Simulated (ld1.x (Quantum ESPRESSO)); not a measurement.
## What the settings do to the TM potential of molybdenum (Mo)

Base potential:

```
Element                 : Mo (Z = 42)
Generator               : ld1.x (Quantum ESPRESSO) 7.5
Type                    : norm-conserving Troullier–Martins (Kleinman–Bylander form)
Functional              : PBEsol
Relativity              : scalar-relativistic
Frozen core             : [Ar] 3d10 4s2
Valence charge          : 12
Reference configuration : 4p6 4d6 5s0 5p0
Partial waves           : 5s (bound, empty): rc 2.80 bohr; 4p (bound): rc 1.65 bohr; 4d (bound): rc 2.60 bohr
Local potential         : the d channel
Core correction         : none
```

Cutoffs, loose and tight: the cutoffs (Ry, on a coarse ladder) from which the occupation-weighted sum of valence levels, in a spherical-Bessel basis at the reference potential, stays within 10 and 1 mRy of its value at 400 Ry. They do not see the model core or the augmentation charge, which bear on the density cutoff. Test errors are all-electron minus pseudo excitation energies from the reference, over the configurations 4p6 4d5 5s1 5p0; 4p6 4d5 5s0 5p0; 4p6 4d4 5s0 5p0; 4p6 4d5 5s0.5 5p0; 4p6 4d4 5s1 5p0; 4p6 4d4 5s1 5p1; 4p6 4d4 5s2 5p0. A dash means not determined; rows that change the core or the reference have their own tests.

A true bound ghost makes a file unfit for plane-wave use even where its test errors are small: the radial tests pick states by their node count and pass the ghost by.

| change | outcome | cutoff, loose | cutoff, tight | bound ghosts | largest test error (meV) |
| --- | --- | --- | --- | --- | --- |
| base | generated | 45 Ry | 55 Ry | s | -69 |
| all radii scaled by about 0.74 (s 2.08, p 1.22, d 1.94 bohr) | generated | 90 Ry | 140 Ry | s | -26 |
| wave 4p (bound): rc 1.65 bohr becomes 4p (bound): rc 2.14 bohr | generated | 30 Ry | 45 Ry | s | -65 |
| core [Kr], valence charge 6; reference 4d4 5s2 5p0; waves now 5p (bound): rc 3.85 bohr; 4d (bound): rc 2.45 bohr; 5s (bound): rc 2.90 bohr; local potential the s channel | generated | 35 Ry | 40 Ry | none | -115 |
| core correction a·sin(br)/r model core inside 1.54 bohr | generated | 45 Ry | 55 Ry | s | -79 |
| fully relativistic | generated | 45 Ry | 55 Ry | s | -70 |
| wave 4d (bound): rc 2.60 bohr becomes 4d (bound): rc 3.68 bohr | generated | 45 Ry | 55 Ry | s | +760 |
| reference 4p6 4d5 5s1 5p0 | generated | 45 Ry | 55 Ry | s | -175 |
| type ultrasoft; waves now 5s (bound): rcut 2.45, rcutus 2.80 bohr; 5s channel at 3.4 Ry: rcut 2.45, rcutus 2.80 bohr; 4p (bound): rc 1.65 bohr; 5p (bound): rc 1.65 bohr; 4d (bound): rcut 2.25, rcutus 2.60 bohr; 4d channel at 1.2 Ry: rcut 2.25, rcutus 2.60 bohr; local potential all-electron potential smoothed inside 1.40 bohr (lloc = -1); augmentation PSQ, radius 1.20 bohr | failed: find_q: problem finding q | – | – | – | – |
| local potential the p channel | generated | 45 Ry | 55 Ry | s | -56 |
| wave 5s (bound): rc 2.80 bohr becomes 5s (bound): rc 3.70 bohr | generated | 45 Ry | 55 Ry | s | +36 |
| functional BP86 | generated | 45 Ry | 55 Ry | s | -65 |

(1) What comes out with this change to the base: wave 5s (bound): rc 2.80 bohr becomes 5s (bound): rc 4.10 bohr?

Results:

(1) outcome: generated; cutoff, loose: 45 Ry; cutoff, tight: 55 Ry; bound ghosts: s; largest test error (meV): +119.
